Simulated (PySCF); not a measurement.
# Polarisability and C₆ of Cl²⁺ (chlorine, charge +2)

[Ne] 3s2 3p3, high-spin 4S determinant. Calculation: PySCF 2.14, in x2c-QZVPPall with one added diffuse shell each of s, p, d, f type (10s7p5d3f1g, 86 functions); the spin-free X2C one-electron Hamiltonian (Gaussian nucleus). Coupled (time-dependent) response in atomic units; α is the mean over directions.

```json
{"method": "UHF", "mean α (bohr³)": "5.941", "C₆ (like pair)": "21.14", "S(−4)": "11.18"}
{"method": "PBE", "mean α (bohr³)": "5.845", "C₆ (like pair)": "20.82", "S(−4)": "9.978"}
{"method": "PBE0", "mean α (bohr³)": "5.834", "C₆ (like pair)": "20.74", "S(−4)": "10.04"}
{"method": "M06", "mean α (bohr³)": "5.817", "C₆ (like pair)": "20.35", "S(−4)": "10.19"}
{"method": "LC-wPBE", "mean α (bohr³)": "5.824", "C₆ (like pair)": "20.67", "S(−4)": "10.09"}
```

S(−4) is the Cauchy moment in α(ω) = α(0) + S(−4) ω² + …

α(iu) at M06:

```tsv
u (hartree)	α(iu) (bohr³)
0	5.817
0.0500	5.792
0.100	5.718
0.200	5.442
0.300	5.045
0.500	4.117
0.750	3.061
1.00	2.275
1.50	1.343
2.00	0.8755
3.00	0.4636
5.00	0.2080
```

A single London oscillator, α(iu) = α/(1 + u²/ω²), gives C₆ = (3/4) ω α². Matching the computed C₆ needs ω = 4 × 20.35 / (3 × 5.817²) = 0.802 hartree.

For an ion, C₆ is the dispersion term alone; charge-induced terms of lower order in 1/R come first.
